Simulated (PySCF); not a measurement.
digermane (H6Ge2), singlet, at a GFN2-xTB geometry, with bond 8-2 at 2.2 times its length; HF/6-31G (PySCF).

The PySCF input:
```python
from pyscf import gto, scf

mol = gto.M(
    atom='''
Ge   -1.17547558    0.12031447   -0.01616232
Ge    1.17547558   -0.12031447    0.01616232
H    -1.83910444   -0.70892524   -1.07255537
H    -1.62122062    1.52722241   -0.27292961
H    -1.82715328   -0.27710333    1.27278427
H     1.62480881   -1.45976226    0.51414555
H     1.85937790    0.88294663    0.89351790
H     2.55667091    0.22274528   -2.95631281
''',
    basis='6-31g',
    verbose=5,
)

mf = scf.RHF(mol)
mf.kernel()
mo_i, mo_e, stable_i, stable_e = mf.stability(internal=True, external=True, return_status=True, nroots=6, tol=1e-6)
print('internally stable:', stable_i, ' externally stable:', stable_e)
if not stable_e:
    umf = mf.to_uhf() if not hasattr(mf, 'xc') else mf.to_uks()
    umf.scf_summary = {}
    umf.kernel(umf.make_rdm1(mo_e, umf.mo_occ))
```

Q: Write the output that PySCF gives for this input, abridged.

A: 
```
PySCF version 2.14.0

[INPUT] verbose = 5
[INPUT] max_memory = 4000
[INPUT] num. atoms = 8
[INPUT] num. electrons = 70
[INPUT] charge = 0
[INPUT] spin (= nelec alpha-beta = 2S) = 0
[INPUT] symmetry False subgroup None
[INPUT] Mole.unit = angstrom
[INPUT] Symbol           X                Y                Z      unit          X                Y                Z       unit  Magmom
[...]
[INPUT] ---------------- BASIS SET ----------------
[INPUT] l, kappa, [nprim/nctr], expnt,             c_1 c_2 ...
[INPUT] H
[...]
                                2.8253937         0.23472695
                                0.6401217         0.81375733
[...]
[INPUT] Ge
[...]
                                14156.42          0.01328181
                                3224.935          0.06557319
                                909.4821          0.2283712
                                291.7149          0.4778104
                                99.89074          0.3557135
[...]
                                480.6599          0.03068823
                                156.0616          0.1262906
                                59.07914          -0.01105405
                                24.22346          -0.6103659
                                10.04418          -0.4755387
[...]
                                30.2823           0.05874495
                                12.85367          0.2598349
                                5.587437          -0.1926917
                                2.438461          -0.719057
                                1.040324          -0.2995181
[...]
                                0.443662          -0.2189617
                                0.176082          -0.9242006
[...]
                                480.6599          0.03051218
                                156.0616          0.1338971
                                59.07914          0.3462496
                                24.22346          0.4635741
                                10.04418          0.2047879
[...]
                                30.2823           -0.02954252
                                12.85367          0.05042291
                                5.587437          0.3699366
                                2.438461          0.4933147
                                1.040324          0.2116445
[...]
                                0.443662          0.3028906
                                0.176082          0.7562828
[...]
                                12.20184          0.3847726
                                3.823423          0.7003323
[...]
nuclear repulsion = 322.723033882905
number of shells = 34
number of NR pGTOs = 204
number of NR cGTOs = 66
basis = 6-31g
ecp = {}

******** <class 'pyscf.scf.hf.RHF'> ********
method = RHF
initial guess = minao
damping factor = 0
level_shift factor = 0
DIIS = <class 'pyscf.scf.diis.CDIIS'>
diis_start_cycle = 1
diis_space = 8
diis_damp = 0
SCF conv_tol = 1e-09
SCF conv_tol_grad = None
SCF max_cycles = 50
direct_scf = True
direct_scf_tol = 1e-13
Set gradient conv threshold to 3.16228e-05
Initial guess from minao.
E1 = -6434.83911709758  E2 = 1960.3021071282963  Ecoul = 2116.846617833308  Exc = -156.5445107050116
init E= -4151.81397608638
cond(S) = 548.0058669745849
  mo_energy =
[-4.05273615e+02 -4.05271132e+02 -5.21983888e+01 -5.21951074e+01
 -4.62899544e+01 -4.62898445e+01 -4.62898407e+01 -4.62870728e+01
 -4.62869662e+01 -4.62869507e+01 -7.21386188e+00 -7.20526436e+00
 -5.17594986e+00 -5.17594597e+00 -5.17572623e+00 -5.17090579e+00
 -5.17051857e+00 -5.16669555e+00 -1.62462725e+00 -1.62457947e+00
 -1.62323454e+00 -1.61999001e+00 -1.61759437e+00 -1.61723994e+00
 -1.61473618e+00 -1.61183391e+00 -1.61109518e+00 -1.61088231e+00
 -9.18371294e-01 -7.36300821e-01 -4.25475210e-01 -4.04258453e-01
 -3.69005443e-01 -3.22349612e-01 -2.05878186e-01 -1.05731925e-01
  8.16650229e-02  1.03270351e-01  1.37211504e-01  1.82791455e-01
  1.89927533e-01  1.94853983e-01  2.18592856e-01  2.80932473e-01
  2.81952648e-01  2.97283414e-01  3.30510499e-01  3.40069068e-01
  3.73639896e-01  4.58214796e-01  1.05843299e+00  1.16564134e+00
  1.17349857e+00  1.19157801e+00  1.19316642e+00  1.20985536e+00
  3.23766994e+00  3.23875299e+00  3.24559233e+00  3.25151813e+00
  3.25250532e+00  3.28352875e+00  3.30901882e+00  3.31221130e+00
  3.31764433e+00  3.31902531e+00]
E1 = -6430.855827150739  E2 = 1954.8638735453094  Ecoul = 2111.835889397207  Exc = -156.97201585189782
cycle= 1 E= -4153.26891972252  delta_E= -1.45  |g|= 0.258  |ddm|= 2.41
  mo_energy =
[-4.05360989e+02 -4.05272371e+02 -5.22944366e+01 -5.22109004e+01
 -4.63849728e+01 -4.63839526e+01 -4.63838117e+01 -4.63005183e+01
 -4.63002016e+01 -4.63001876e+01 -7.33332897e+00 -7.25644210e+00
 -5.30943628e+00 -5.30710904e+00 -5.30684441e+00 -5.23275183e+00
 -5.23129887e+00 -5.23107977e+00 -1.76267064e+00 -1.76139579e+00
 -1.76102649e+00 -1.75815563e+00 -1.75649360e+00 -1.68558918e+00
 -1.68552930e+00 -1.68511646e+00 -1.68255968e+00 -1.68239122e+00
 -8.55847940e-01 -7.57856591e-01 -5.67176913e-01 -5.31255343e-01
 -5.12623295e-01 -4.92676967e-01 -2.53929044e-01 -4.54239414e-02
  7.05041794e-02  8.44239221e-02  1.30322503e-01  1.61606952e-01
  1.72313827e-01  1.78320768e-01  2.06191972e-01  2.39612465e-01
  2.45785857e-01  2.73806670e-01  2.97431378e-01  3.08106337e-01
  3.49921798e-01  4.28392350e-01  1.13299977e+00  1.14241267e+00
  1.17232396e+00  1.18957987e+00  1.21501885e+00  1.24884792e+00
  3.10640258e+00  3.10726485e+00  3.12212449e+00  3.14523310e+00
  3.17184362e+00  3.17499355e+00  3.18553341e+00  3.22573194e+00
  3.24894795e+00  3.24944035e+00]
E1 = -6439.0760338320015  E2 = 1963.0466657427196  Ecoul = 2120.063553417237  Exc = -157.01688767451742
cycle= 2 E= -4153.30633420638  delta_E= -0.0374  |g|= 0.123  |ddm|= 0.76
  mo_energy =
[-4.05218349e+02 -4.05215498e+02 -5.21560001e+01 -5.21537686e+01
 -4.62461206e+01 -4.62450762e+01 -4.62449548e+01 -4.62436380e+01
 -4.62433252e+01 -4.62432960e+01 -7.20123425e+00 -7.19441629e+00
[...]
converged SCF energy = -4153.31720265668
<class 'pyscf.scf.hf.RHF'> wavefunction is stable in the internal stability analysis
<class 'pyscf.scf.hf.RHF'> wavefunction is stable in the real -> complex stability analysis
<class 'pyscf.scf.hf.RHF'> wavefunction has an RHF/RKS -> UHF/UKS instability
internally stable: True  externally stable: False
[...]
 -5.15292341e+00 -5.15267951e+00 -1.60813808e+00 -1.60741392e+00
 -1.60652531e+00 -1.60624886e+00 -1.60606423e+00 -1.60445120e+00
 -1.60431745e+00 -1.60368434e+00 -1.60329423e+00 -1.60188619e+00
 -7.84939335e-01 -6.94162999e-01 -4.92647017e-01 -4.80775041e-01
 -4.58075548e-01 -4.21742603e-01 -3.19109649e-01  8.35968561e-02
  1.20803511e-01  1.35286214e-01  1.63157655e-01  2.03969777e-01
  2.04300618e-01  2.22533180e-01  2.59628708e-01  2.93690951e-01
  2.97450762e-01  3.23038960e-01  3.55777543e-01  3.64655785e-01
  3.81187137e-01  4.76771965e-01  1.14730430e+00  1.21343568e+00
  1.22294482e+00  1.23969163e+00  1.24244399e+00  1.26049693e+00
  3.24310194e+00  3.24351544e+00  3.24944318e+00  3.25710723e+00
  3.25807372e+00  3.27972140e+00  3.32104710e+00  3.32603889e+00
  3.32843178e+00  3.33084236e+00]
multiplicity <S^2> = 0.95021143  2S+1 = 2.1910832
E1 = -6438.130991677041  E2 = 1962.013425949525  Ecoul = 2119.18690472273  Exc = -157.17347877320503
cycle= 11 E= -4153.39453184461  delta_E= -5e-09  |g|= 1.43e-05  |ddm|= 0.000285
  alpha mo_energy =
[-4.05200400e+02 -4.05199817e+02 -5.21379848e+01 -5.21372967e+01
 -4.62279727e+01 -4.62278404e+01 -4.62278201e+01 -4.62273420e+01
 -4.62271643e+01 -4.62260750e+01 -7.17688731e+00 -7.17343696e+00
 -5.15319730e+00 -5.15286672e+00 -5.15276509e+00 -5.15093603e+00
 -5.15076674e+00 -5.14559728e+00 -1.60680108e+00 -1.60621445e+00
 -1.60596370e+00 -1.60430157e+00 -1.60374268e+00 -1.60313090e+00
 -1.60194496e+00 -1.60137201e+00 -1.60081512e+00 -1.60025466e+00
 -7.63254434e-01 -6.61906671e-01 -4.95188835e-01 -4.87599642e-01
 -4.69612157e-01 -4.55958488e-01 -4.06654989e-01  2.82738457e-02
  1.27224884e-01  1.42124463e-01  1.79361580e-01  2.07310636e-01
  2.14023171e-01  2.27776593e-01  2.70259186e-01  3.04623916e-01
  3.08563665e-01  3.25831043e-01  3.68458613e-01  3.78573417e-01
  4.11986475e-01  4.85944787e-01  9.80344829e-01  1.21448002e+00
  1.22222310e+00  1.23765081e+00  1.24114109e+00  1.26304848e+00
  3.25097557e+00  3.25218415e+00  3.25963369e+00  3.26657673e+00
  3.26691428e+00  3.30006466e+00  3.32595029e+00  3.32882690e+00
  3.33147166e+00  3.33551408e+00]
  beta  mo_energy =
[-4.05202211e+02 -4.05200375e+02 -5.21387026e+01 -5.21380643e+01
 -4.62304851e+01 -4.62281010e+01 -4.62279009e+01 -4.62278693e+01
 -4.62278536e+01 -4.62277589e+01 -7.17949669e+00 -7.17694687e+00
 -5.15863588e+00 -5.15355617e+00 -5.15315211e+00 -5.15299626e+00
 -5.15292492e+00 -5.15268127e+00 -1.60813791e+00 -1.60741334e+00
 -1.60652670e+00 -1.60624705e+00 -1.60606483e+00 -1.60445115e+00
 -1.60431672e+00 -1.60368618e+00 -1.60329531e+00 -1.60188594e+00
 -7.84939487e-01 -6.94162479e-01 -4.92645826e-01 -4.80777092e-01
 -4.58076015e-01 -4.21741413e-01 -3.19110014e-01  8.35989200e-02
  1.20803104e-01  1.35286289e-01  1.63157191e-01  2.03969703e-01
  2.04300463e-01  2.22532876e-01  2.59629138e-01  2.93691059e-01
  2.97451181e-01  3.23038700e-01  3.55778198e-01  3.64654809e-01
  3.81186548e-01  4.76772058e-01  1.14730682e+00  1.21343718e+00
  1.22294407e+00  1.23969187e+00  1.24244599e+00  1.26049462e+00
  3.24310247e+00  3.24351660e+00  3.24944330e+00  3.25710673e+00
  3.25807278e+00  3.27972240e+00  3.32104806e+00  3.32603829e+00
  3.32843020e+00  3.33084192e+00]
multiplicity <S^2> = 0.95021974  2S+1 = 2.1910908
E1 = -6438.131012961635  E2 = 1962.0134472334473  Ecoul = 2119.1869278505046  Exc = -157.1734806170573
cycle= 12 E= -4153.39453184528  delta_E= -6.72e-10  |g|= 5.11e-06  |ddm|= 0.000104
  alpha mo_energy =
[-4.05200400e+02 -4.05199818e+02 -5.21379851e+01 -5.21372976e+01
 -4.62279730e+01 -4.62278407e+01 -4.62278204e+01 -4.62273430e+01
 -4.62271652e+01 -4.62260760e+01 -7.17688761e+00 -7.17343828e+00
 -5.15319758e+00 -5.15286704e+00 -5.15276543e+00 -5.15093736e+00
 -5.15076805e+00 -5.14559864e+00 -1.60680175e+00 -1.60621484e+00
 -1.60596402e+00 -1.60430229e+00 -1.60374306e+00 -1.60313172e+00
 -1.60194614e+00 -1.60137340e+00 -1.60081644e+00 -1.60025584e+00
 -7.63254748e-01 -6.61907211e-01 -4.95188692e-01 -4.87599733e-01
 -4.69612169e-01 -4.55958545e-01 -4.06655335e-01  2.82730914e-02
  1.27224609e-01  1.42124256e-01  1.79361419e-01  2.07310609e-01
  2.14022995e-01  2.27776289e-01  2.70258957e-01  3.04623620e-01
  3.08563348e-01  3.25830700e-01  3.68458171e-01  3.78573255e-01
  4.11985915e-01  4.85944495e-01  9.80344740e-01  1.21448002e+00
  1.22222282e+00  1.23765096e+00  1.24114119e+00  1.26304867e+00
  3.25097501e+00  3.25218364e+00  3.25963287e+00  3.26657554e+00
  3.26691309e+00  3.30006338e+00  3.32594974e+00  3.32882652e+00
  3.33147076e+00  3.33551298e+00]
  beta  mo_energy =
[-4.05202212e+02 -4.05200375e+02 -5.21387035e+01 -5.21380646e+01
 -4.62304859e+01 -4.62281013e+01 -4.62279018e+01 -4.62278696e+01
 -4.62278539e+01 -4.62277598e+01 -7.17949799e+00 -7.17694714e+00
 -5.15863716e+00 -5.15355687e+00 -5.15315338e+00 -5.15299712e+00
 -5.15292520e+00 -5.15268159e+00 -1.60813887e+00 -1.60741429e+00
 -1.60652723e+00 -1.60624831e+00 -1.60606550e+00 -1.60445204e+00
 -1.60431771e+00 -1.60368651e+00 -1.60329586e+00 -1.60188690e+00
 -7.84939937e-01 -6.94162954e-01 -4.92646294e-01 -4.80777609e-01
 -4.58076625e-01 -4.21741954e-01 -3.19110490e-01  8.35983592e-02
  1.20802846e-01  1.35286076e-01  1.63157061e-01  2.03969590e-01
  2.04300357e-01  2.22532634e-01  2.59628720e-01  2.93690902e-01
  2.97450937e-01  3.23038514e-01  3.55777993e-01  3.64654251e-01
  3.81186305e-01  4.76771720e-01  1.14730618e+00  1.21343683e+00
  1.22294352e+00  1.23969151e+00  1.24244564e+00  1.26049412e+00
  3.24310134e+00  3.24351562e+00  3.24944242e+00  3.25710616e+00
  3.25807230e+00  3.27972120e+00  3.32104714e+00  3.32603744e+00
  3.32842994e+00  3.33084136e+00]
multiplicity <S^2> = 0.95021887  2S+1 = 2.19109
E1 = -6438.131011065638  E2 = 1962.013445337406  Ecoul = 2119.1869255258616  Exc = -157.17348018845564
Extra cycle  E= -4153.39453184533  delta_E= -4.46e-11  |g|= 3.32e-06  |ddm|= 1.36e-05
converged SCF energy = -4153.39453184533  <S^2> = 0.95021887  2S+1 = 2.19109
```
